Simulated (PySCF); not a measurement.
## C2H6O2Si

C2H6O2Si is a silylene (divalent Si1, bonded to 2 O), neutral, singlet. The structure, one conformer, was relaxed in the gas phase by PBE0-D3(BJ)/def2-SVP. No frequency run checks that it is a minimum.

SMILES: CO[Si]OC

| atom | x (Å) | y (Å) | z (Å) |
| --- | --- | --- | --- |
| Si1 | 0.909 | -0.600 | 1.747 |
| O2 | -0.733 | -0.514 | 1.486 |
| C3 | -1.658 | -0.141 | 0.507 |
| O4 | 1.652 | -0.114 | 0.338 |
| C5 | 1.330 | 0.291 | -0.961 |
| H6 | -1.770 | -0.929 | -0.258 |
| H7 | -1.375 | 0.795 | -0.004 |
| H8 | -2.642 | 0.013 | 0.978 |
| H9 | 2.222 | 0.202 | -1.600 |
| H10 | 0.529 | -0.323 | -1.406 |
| H11 | 1.005 | 1.346 | -0.982 |

Shieldings: GIAO PBE0/pcSseg-2. Shifts are against computed references at the same level: C TMS (σ 184.1 ppm), H TMS (σ 31.24 ppm), Si TMS (σ 341.3 ppm). Core levels by delta-SCF with SCAN, pcX-2 on the ionised atom and pcseg-1 elsewhere, spin-free X2C (2p3/2 is the spin-free 2p value less a third of a first-order spin-orbit splitting); from the vacuum level, for chosen atoms.

Question: Give the shieldings and core levels atom by atom.

Answer: 
| atoms | bonded to | σ (ppm) | δ (ppm) | core level (eV) |
| --- | --- | --- | --- | --- |
| Si1 | 2 O | 328.1 | 13.1 | 2p3/2 107.43 |
| O2 O4 | 1 C + 1 Si | 187.3 | - | 1s 538.01 |
| C3 C5 | 1 O + 3 H | 129.1 | 55.0 | 1s 292.47 |
| H6 H7 H8 | 1 C | 27.24 | 4.00 | - |
| H9 H10 H11 | 1 C | 27.25 | 3.99 | - |

Values are those of this one static structure, with the three H of a rotating XH3 group averaged; atoms that internal rotation interchanges would show their mean in an NMR spectrum.

Question: By CAM-B3LYP/def2-SVPD (TDDFT singlets, Tamm-Dancoff triplets, ionisation by delta-SCF), where does absorption start, and what does vertical ionisation take?

Answer: The lowest singlet lies at 5.49 eV (f 0.142), the strongest of the first 6 at 7.54 eV (f 0.235), the lowest triplet at 3.29 eV; vertical ionisation takes 9.52 eV.

The 3 runs behind this took 76 s in all, one thread each of Arm Neoverse V2 on a shared host, launched as `OMP_NUM_THREADS=1 python cluster_run.py task.json out`.
